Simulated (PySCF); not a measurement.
Identify the unknown among the candidates.

All candidates are C12H8.

* Dipole: 0.00 D by symmetry (numerical residue 0.01 D) [PBE0/pcSseg-1]
* 1H NMR: chemical shifts (computed TMS as zero) by class: 6.89 (4 H), 6.82 (4 H) ppm [GIAO PBE0/pcSseg-1]
* Rotational structure: rotational constants A, B, C: 2.834, 0.686, 0.552 GHz [GFN2-xTB]
* 13C NMR: chemical shifts (computed TMS as zero) by class: 158.6 (4 C), 134.0 (4 C), 122.3 (4 C) ppm [GIAO PBE0/pcSseg-1]

The electronic properties come from PySCF, for the isolated species, density fitting. Levels stand in brackets. Isolated species at its GFN2-xTB geometry, gas phase. Each NMR value is the plain mean over a class of atoms that symmetry, rotation or inversion makes alike.

Question: Which candidate is it?
A. `C1=Cc2cccc3cccc1c23`
B. `C#Cc1ccc2cccc-2cc1`
C. `c1ccc2c(c1)-c1ccccc1-2`
D. `C#Cc1ccc2cccccc1-2`
E. `C#C/C=C(\C#C)c1ccccc1`

Answer: C. It is `c1ccc2c(c1)-c1ccccc1-2`. Numbering: `[cH:1]1[cH:2][cH:3][c:4]2[c:5]([cH:6]1)-[c:7]1[cH:8][cH:9][cH:10][cH:11][c:12]1-2`. Its formula, C12H8, gives 9 degrees of unsaturation: 3 rings and 6 π bonds in the structure found (Kekulé form). 12 carbons fall into 3 classes; from least to most shielded: substituted aromatic carbon [C4/C5/C7/C12] (158.6 ppm, 4 C), aromatic CH carbon [C1/C2/C9/C10] (134.0 ppm, 4 C), aromatic CH carbon [C3/C6/C8/C11] (122.3 ppm, 4 C). Hydrogen classes from least to most shielded: 4 H on 4 aromatic CH carbons, C1/C2/C9/C10 (6.89 ppm), 4 H on 4 aromatic CH carbons, C3/C6/C8/C11 (6.82 ppm). The vanishing dipole is forced by symmetry. The optimised geometry has point group D2h and is an asymmetric top.

The others, at the same levels:
- `C#Cc1ccc2cccc-2cc1` fails: it has 8 carbon classes against 3; its computed 13C shifts are 144.2 (1 C), 144.1 (2 C), 142.9 (2 C), 136.9 (1 C), 132.4 (2 C), 124.1 (2 C), 94.7 (1 C), 90.1 (1 C) ppm, 1H shifts are 8.63 (2 H), 8.31 (1 H), 7.90 (2 H), 7.73 (2 H), 3.13 (1 H) ppm and smallest rotational constant is 0.497 GHz (against 0.552 GHz).
- `C#C/C=C(\C#C)c1ccccc1` fails: it has 10 carbon classes against 3; its computed 13C shifts are 143.4 (1 C), 142.6 (1 C), 135.0 (1 C), 134.0 (2 C), 132.3 (2 C), 122.6 (1 C), 100.0 (1 C), 98.5 (1 C), 87.2 (1 C), 86.4 (1 C) ppm, 1H shifts are 7.94 (2 H), 7.67 (2 H), 7.64 (1 H), 6.50 (1 H), 3.47 (1 H), 3.38 (1 H) ppm and rotational constant A is 2.165 GHz (against 2.834 GHz).
- `C#Cc1ccc2cccccc1-2` fails: it has 12 carbon classes against 3; its computed 13C shifts are 149.2 (1 C), 147.6 (1 C), 146.2 (1 C), 145.2 (1 C), 144.6 (1 C), 144.6 (1 C), 129.5 (1 C), 129.0 (1 C), 122.1 (1 C), 114.4 (1 C), 91.3 (1 C), 84.8 (1 C) ppm, 1H shifts are 9.13 (1 H), 8.64 (1 H), 8.52 (1 H), 8.16 (1 H), 7.69 (1 H), 7.64 (1 H), 7.60 (1 H), 3.25 (1 H) ppm and rotational constant A is 1.831 GHz (against 2.834 GHz).
- `C1=Cc2cccc3cccc1c23` fails: it has 7 carbon classes against 3; its computed 13C shifts are 145.3 (2 C), 135.5 (2 C), 133.8 (2 C), 133.5 (1 C), 132.4 (2 C), 132.0 (1 C), 130.9 (2 C) ppm, 1H shifts are 8.04 (2 H), 7.99 (2 H), 7.81 (2 H), 7.21 (2 H) ppm and rotational constant A is 1.536 GHz (against 2.834 GHz).

Each candidate is one conformer, not necessarily the lowest. Dipoles, sizes and rotational constants follow the conformer. The torsions of the flexible species, by atom-mapped SMILES:
- `[CH:1]#[C:2]/[CH:3]=[C:4](\[C:5]#[CH:6])[c:7]1[cH:8][cH:9][cH:10][cH:11][cH:12]1`: C3–C4–C7–C8 151°
